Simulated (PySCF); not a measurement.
CeCl3(NH3) at several levels of theory

Computed with PySCF 2.14.0 (density fitting, no spin-orbit coupling) at the geometry relaxed with PBE0:

```xyz
8
CeCl3(NH3) (singlet in the valence; each metal's 4f electrons, 1 of them, lie in its core potential, out of spins and levels)
Ce    0.0554   -0.0554    0.0554
Cl    1.1982    1.9931    1.1982
Cl   -1.9931   -1.1982    1.1982
Cl    1.1982   -1.1982   -1.9931
N    -1.4495    1.4495   -1.4495
H    -2.0602    2.0602   -0.9023
H    -0.9023    2.0602   -2.0602
H    -2.0602    0.9023   -2.0602
```

```csv
level,basis,state,HOMO (eV),gap (eV),charge on Ce1 (e),population of f-type functions on Ce1 (polarisation alone where 4f lies in the core),dipole about the centre of mass (D),largest force component (eV/Å)
PBE0,"Ce lcecp-1-SVP with ECP47, Cl def2-SVP, N def2-SVP, H def2-SVP",singlet,-8.35,7.11,0.90,0.06,4.81,0.00
r2SCAN,the same,singlet,-7.35,5.73,0.90,0.05,4.81,0.09
PBE0,"Ce lcecp-1-TZVP with ECP47, Cl def2-TZVP, N def2-TZVP, H def2-TZVP",singlet,-8.47,7.14,1.41,0.09,4.71,0.22
```

In the lcecp rows the 4f levels are missing from HOMO and gap, and the state counts the valence alone.

Charges are Mulliken's, which hang on the basis. The relaxation used the grid (50, 194), these runs (75, 302) or, all-electron (x2c bases, spin-free X2C Hamiltonian), (99, 590).

Question: What does TPSS with Ce lcecp-1-SVP with ECP47, Cl def2-SVP, N def2-SVP, H def2-SVP give here?

Answer: state singlet, HOMO (eV) -7.10, gap (eV) 5.43, charge on Ce1 (e) 0.85, population of f-type functions on Ce1 (polarisation alone where 4f lies in the core) 0.05, dipole about the centre of mass (D) 4.79, largest force component (eV/Å) 0.18. Time: 8.8 s on 2 threads of Intel(R) Xeon(R) 6975P-C (Granite Rapids), with other jobs on the host, from an already converged density.

In the first row's basis the gap widens with exact exchange: 5.4 to 5.7 eV for TPSS, r2SCAN (none); 7.1 eV for PBE0 (a fixed share).

An lcecp potential fixes the number of 4f electrons, so in runs with it no electron can move into or out of that shell.
